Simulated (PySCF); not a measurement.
NMR parameters of SiH(NHiPr)3

SiH(NHiPr)3, C9H25N3Si, point group C1.

Geometry (Å), atoms numbered from 1 in this order:
```xyz
38

Si   -0.0056   -0.0069   -0.4231
H    -0.0105   -0.0094    1.0818
N     1.6157   -0.0184   -1.0367
C     2.8052    0.5679   -0.4435
C     3.3971   -0.3064    0.6621
C     2.5198    1.9767    0.0610
H     1.8092   -0.8185   -1.6294
H     3.5660    0.6580   -1.2418
H     2.6885   -0.3941    1.5016
H     4.3403    0.1097    1.0516
H     3.6018   -1.3217    0.2884
H     1.7608    1.9657    0.8603
H     3.4299    2.4371    0.4744
H     2.1454    2.6176   -0.7508
N    -0.8024    1.4038   -1.0396
C    -1.8931    2.1526   -0.4405
C    -1.4099    3.1272    0.6336
C    -2.9581    1.2114    0.1082
H    -0.2088    1.9619   -1.6439
H    -2.3704    2.7484   -1.2416
H    -0.9591    2.5767    1.4753
H    -2.2351    3.7421    1.0287
H    -0.6436    3.8061    0.2283
H    -2.5528    0.5820    0.9173
H    -3.8062    1.7781    0.5215
H    -3.3374    0.5440   -0.6796
N    -0.8243   -1.4031   -1.0443
C    -0.9196   -2.7271   -0.4544
C    -1.9947   -2.8069    0.6294
C     0.4338   -3.1817    0.0776
H    -1.6003   -1.1701   -1.6545
H    -1.2039   -3.4319   -1.2585
H    -1.7354   -2.1507    1.4761
H    -2.1120   -3.8332    1.0132
H    -2.9686   -2.4765    0.2363
H     0.7859   -2.5186    0.8848
H     0.3704   -4.1998    0.4900
H     1.1923   -3.1767   -0.7189
```

GIAO calculations in PySCF 2.14.0 with density-fitted response routines on the PBE0-D3(BJ)/def2-SVP structure: isolated species, non-relativistic, equivalent atoms averaged; basis pcSseg-1.

(1) Give the isotropic shieldings (ppm) with B3LYP, PBE0.

(2) And the chemical shifts, against references computed in the same way?

(3) Which part of the shielding of Si1 depends on the functional?

## Answers

(1) 
```json
{"atoms": "Si1", "environment": "silicon bonded to 3 N, H", "B3LYP": "390.9", "PBE0": "401.1"}
{"atoms": "N3/N15/N27", "environment": "nitrogen bonded to C, Si, H", "B3LYP": "191.6", "PBE0": "198.0"}
{"atoms": "C4/C16/C28", "environment": "carbon bonded to 2 C, N, H", "B3LYP": "130.6", "PBE0": "137.7"}
{"atoms": "C5/C6/C17/C18/C29/C30", "environment": "carbon bonded to C, 3 H", "B3LYP": "150.4", "PBE0": "156.3"}
{"atoms": "H2", "environment": "hydrogen on a silicon bonded to 3 N", "B3LYP": "25.53", "PBE0": "25.33"}
{"atoms": "H8/H20/H32", "environment": "hydrogen on a carbon bonded to 2 C, N", "B3LYP": "28.41", "PBE0": "28.31"}
{"atoms": "H9/H10/H11/H12/H13/H14/H21/H22/H23/H24/H25/H26/H33/H34/H35/H36/H37/H38", "environment": "hydrogen on a carbon bonded to C", "B3LYP": "30.18", "PBE0": "30.08"}
{"atoms": "H7/H19/H31", "environment": "hydrogen on a nitrogen bonded to C, Si", "B3LYP": "31.08", "PBE0": "30.94"}
{"atoms": "HOMO–LUMO gap (eV)", "environment": "–", "B3LYP": "6.76", "PBE0": "7.29"}
```

(2) 
```json
{"atoms": "Si1", "nucleus, reference": "29Si, TMS", "B3LYP": "-53.1", "PBE0": "-49.1"}
{"atoms": "N3/N15/N27", "nucleus, reference": "15N, NH3", "B3LYP": "71.9", "PBE0": "67.6"}
{"atoms": "C4/C16/C28", "nucleus, reference": "13C, TMS", "B3LYP": "48.6", "PBE0": "46.7"}
{"atoms": "C5/C6/C17/C18/C29/C30", "nucleus, reference": "13C, TMS", "B3LYP": "28.8", "PBE0": "28.1"}
{"atoms": "H2", "nucleus, reference": "1H, TMS", "B3LYP": "5.86", "PBE0": "5.94"}
{"atoms": "H8/H20/H32", "nucleus, reference": "1H, TMS", "B3LYP": "2.97", "PBE0": "2.95"}
{"atoms": "H9/H10/H11/H12/H13/H14/H21/H22/H23/H24/H25/H26/H33/H34/H35/H36/H37/H38", "nucleus, reference": "1H, TMS", "B3LYP": "1.21", "PBE0": "1.19"}
{"atoms": "H7/H19/H31", "nucleus, reference": "1H, TMS", "B3LYP": "0.31", "PBE0": "0.32"}
```

(3) Diamagnetic: B3LYP 888, PBE0 888 ppm; paramagnetic: B3LYP -498, PBE0 -487 ppm. The diamagnetic part, set mainly by inner electrons, hardly moves; the paramagnetic part goes with low-lying magnetically allowed excitations and carries the spread.

Experimental scales use liquid or dissolved standards, which lie at an offset from isolated NH3 (liquid NH3: subtract about 20 ppm).
